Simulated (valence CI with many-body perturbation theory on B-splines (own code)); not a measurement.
**Cs⁴⁰⁺: E2, M1, M2 decay**

Level of theory: valence CI with perturbative core correlation (CI+MBPT): five valence electrons over a frozen Dirac-Fock core [Ne], a basis of 11 s, 11 p, 10 d, 8 f, 5 g, 2 h functions for each j, with the one-electron correlation potential Σ1 (screened to all orders), the two-electron term Σ2, the three-electron term Σ3, Breit, model QED; selected single and double excitations, second order for the rest, scaled by the run's own slope (own B-spline code, finite nucleus).

The last digits are not significant, and no measured levels were compared; by estimate large intervals hold to a few tenths of a per cent, small ones and those within an open d or f shell to about a per cent. Among the levels kept, up to 3200 cm⁻¹ of a level comes from second order outside the variational space, and about a tenth of that is noise between levels of different J, which matters for small intervals.

Lines 1 to 16 of 16 in falling wavelength, among levels below 569.35 eV, chosen from the decays that carry over 1 % of a level's rate. Wavelengths and rates use the calculated energies. Electric multipoles are in the length gauge, E1 and E2 with the static RPA response of the core. Weak lines are less certain than strong ones. Lines between different terms over intervals too small for the method are left out, as are lines whose strength nearly cancels. Branching is blank where the lifetime is uncertain.

Levels are named by their leading jj configuration (3d3/2^4 stands for four electrons in 3d with j = 3/2), which in mixed levels can hold well under half, so a name can repeat and another be missing. Letters in brackets count levels of one name in rising energy.

```
λ vac (Å)                           Upper                               Lower  Type   A (s⁻¹)  Branch %
     1418  (3s^2 3p1/2 3p3/2 3d5/2) J=9/2  (3s^2 3p1/2 3p3/2 3d5/2) J=7/2 [a]    M1  1.66e+03          
    595.1  (3s^2 3p1/2 3p3/2 3d5/2) J=9/2      (3s^2 3p1/2 3p3/2 3d3/2) J=7/2    M1  5.72e+04          
    186.5      (3s^2 3p3/2^2 3d5/2) J=9/2  (3s^2 3p1/2 3p3/2 3d5/2) J=7/2 [b]    M1  1.30e+06      21.7
    183.7  (3s^2 3p1/2 3p3/2 3d5/2) J=9/2          (3s 3p1/2^2 3p3/2^2) J=5/2    E2  1.79e+03          
    158.9      (3s^2 3p1/2 3p3/2^2) J=3/2          (3s^2 3p1/2^2 3p3/2) J=3/2    M1  5.05e+06      99.9
    156.5            (3s^2 3p3/2^3) J=3/2          (3s^2 3p1/2 3p3/2^2) J=1/2    M1  1.27e+06      11.8
    150.2      (3s^2 3p3/2^2 3d5/2) J=9/2      (3s^2 3p1/2 3p3/2 3d5/2) J=9/2    M1  2.39e+06      40.0
    144.9  (3s^2 3p1/2 3p3/2 3d5/2) J=9/2          (3s^2 3p1/2^2 3d5/2) J=5/2    E2  7.91e+03          
    143.5      (3s^2 3p1/2 3p3/2^2) J=5/2          (3s^2 3p1/2^2 3p3/2) J=3/2    M1  9.13e+05      97.0
    143.5      (3s^2 3p1/2 3p3/2^2) J=5/2          (3s^2 3p1/2^2 3p3/2) J=3/2    E2  2.68e+04       2.9
    138.5            (3s^2 3p3/2^3) J=3/2          (3s^2 3p1/2 3p3/2^2) J=5/2    M1  1.74e+06      16.2
    135.8      (3s^2 3p3/2^2 3d5/2) J=9/2  (3s^2 3p1/2 3p3/2 3d5/2) J=7/2 [a]    M1  2.06e+06      34.5
    128.2      (3s^2 3p1/2 3p3/2^2) J=1/2          (3s^2 3p1/2^2 3p3/2) J=3/2    M1  3.78e+06      99.1
    126.7            (3s^2 3p3/2^3) J=3/2          (3s^2 3p1/2 3p3/2^2) J=3/2    M1  7.60e+06      70.5
    119.9      (3s^2 3p3/2^2 3d5/2) J=9/2      (3s^2 3p1/2 3p3/2 3d3/2) J=7/2    M1  1.80e+05       3.0
    70.63  (3s^2 3p1/2 3p3/2 3d5/2) J=9/2          (3s^2 3p1/2 3p3/2^2) J=5/2    M2  2.29e+03
```
